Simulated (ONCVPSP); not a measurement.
What one change does to a pseudopotential (argon (Ar), ONCV)

- Element: argon
- Generator: ONCVPSP 4.0.1
- Type: optimised norm-conserving Vanderbilt (ONCV)
- Functional: PBE
- Relativity: scalar-relativistic
- Frozen core: [Ne]
- Valence charge: 8
- Reference configuration: 3s2 3p5 (charge +1)
- Partial waves: 3s: rc 0.95 bohr, ncon 4, nbas 8, qcut 5.5 1/bohr, 1 projector; 3p: rc 1.35 bohr, ncon 4, nbas 8, qcut 6.2 1/bohr, 2 projectors, debl 0.6 Ha
- Local potential: polynomial inside 0.95 bohr (lpopt 5, dvloc0 6 Ha)
- Core correction: Teter function, fcfact 4.75, rcfact 1.15

In the p channel the program set the typed energies aside and used -0.813, 0.250 Ha.

Change: s: ncon 5, nbas 9.

Cutoffs: the cutoffs (Ha) at which the residual kinetic energy of the hardest occupied pseudo-wave falls to 1 and 0.1 mHa per electron; they do not see the model core or the augmentation charge, which bear on the density cutoff. Errors are all-electron minus pseudo energies relative to the spin-unpolarised reference configuration.

**Question.** Predict the effect on cutoff, ghosts and configuration errors.

**Answer.** The potential gets harder (145 Ha and 196 Ha → 234 Ha and 266 Ha); the errors of the 4 common tests hardly move; neither file shows a bound ghost.

| quantity | base | changed |
| --- | --- | --- |
| cutoff, loose | 145 Ha | 234 Ha |
| cutoff, tight | 196 Ha | 266 Ha |
| loose cutoff by channel | s 145 Ha, p 10 Ha | s 234 Ha, p 10 Ha |
| bound ghosts | none | none |
| GHOST(+) flags under 300 eV | none | none |
| error for 3s2 3p6, meV [ΔE -16.06 eV] | +3.7 | +4.0 |
| error for 3s2 3p4, meV [ΔE 28.66 eV] | +4.1 | +4.7 |
| error for 3s2 3p3, meV [ΔE 71.24 eV] | +36 | +40 |
| error for 3s1 3p6, meV [ΔE 14.62 eV] | +0.3 | +0.5 |
| s: phases at 0.97 bohr within 0.05 rad from the reference energy up to (Ha; the scan ends near 5) | 0.7 | 0.5 |
| p: phases at 1.37 bohr within 0.05 rad from the reference energy up to (Ha; the scan ends near 5) | to the end of the scan | to the end of the scan |
| rms error of d²Exc/dni dnj with the model core, mHa | 0.78 | 0.61 |
